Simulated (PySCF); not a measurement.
A calculated (UHF, PySCF 2.14, pcseg-2, the non-relativistic Hamiltonian (point nucleus)) atom or ion has these occupied shells.

```
shell  electrons  orbital energy (eV)  rms radius, mean of both spins (bohr)
 1s α          1              -4520.1                                 0.0853
 1s β          1              -4520.0                                 0.0853
 2s α          1              -525.52                                  0.374
 2s β          1              -525.00                                  0.374
 2p α          3              -432.76                                  0.341
 2p β          3              -432.32                                  0.341
 3s α          1              -77.374                                   1.16
 3s β          1              -75.534                                   1.16
 3p α          3              -50.559                                   1.27
 3p β          3              -48.529                                   1.27
 3d α          1              -16.496                                   1.84
 4s α          1              -12.234                                   3.71
```

(1) Name the element and its charge.

Answers

(1) Sc⁺ (scandium, charge +1), in [Ar] 3d1 4s1, high-spin 3D determinant.
